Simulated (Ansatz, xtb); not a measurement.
**A geometry optimisation of C2H5BrGe with r2SCAN-D4/def2-SVP**

The starting geometry of this gas-phase singlet was built from a drawn formula by distance geometry and a force field; its bonds are those of `[CH][GeH2][CH2]Br`.

```csv
atom,x (Å),y (Å),z (Å)
C,-2.4145,-2.3739,3.2416
C,-2.5755,-0.6054,0.6205
Br,-1.6811,-1.9345,-0.4653
Ge,-1.9411,-0.6937,2.4716
H,-1.9159,-3.2298,2.6635
H,-0.4331,-0.4858,2.5058
H,-2.6340,0.4634,3.3017
H,-2.3697,0.4182,0.2006
H,-3.6856,-0.8053,0.6029
```

Task: Predict what it relaxes into with r2SCAN-D4/def2-SVP.

Result: It rearranges to `[CH2]=[GeH][CH2]Br`. Contacts that open: Ge4–H6 (1.52 → 2.52 Å). Contacts that close: C1–H6 (2.83 → 1.09 Å).

The energy falls by 3.37 eV over 30 steps:

```
step  E − E(last) (eV)
   1             3.369
   4             3.229
   7             3.171
  11             3.168
  14             3.080
  17             2.091
  20             1.027
  24             0.049
  27             0.001
  30             0.000
```

Final geometry (Å):

```yaml
atoms:
  - { symbol: C, position_ang: [-1.3782, -1.9530, 3.0314] }
  - { symbol: C, position_ang: [-2.7674, -0.4902, 0.4390] }
  - { symbol: Br, position_ang: [-2.1929, -2.0592, -0.5636] }
  - { symbol: Ge, position_ang: [-2.2486, -0.5840, 2.3244] }
  - { symbol: H, position_ang: [-1.0915, -2.8123, 2.4199] }
  - { symbol: H, position_ang: [-1.1089, -1.9654, 4.0904] }
  - { symbol: H, position_ang: [-2.6829, 0.6519, 3.1156] }
  - { symbol: H, position_ang: [-2.3201, 0.3877, -0.0492] }
  - { symbol: H, position_ang: [-3.8600, -0.4223, 0.3349] }
```

From the same start GFN2-xTB ends elsewhere, at `[GeH2]=[CH]CBr`.

The end wasn't checked by frequencies. Run with Ansatz 0.2.0, 97 s on 2 threads of Arm Neoverse V1 (shared host).
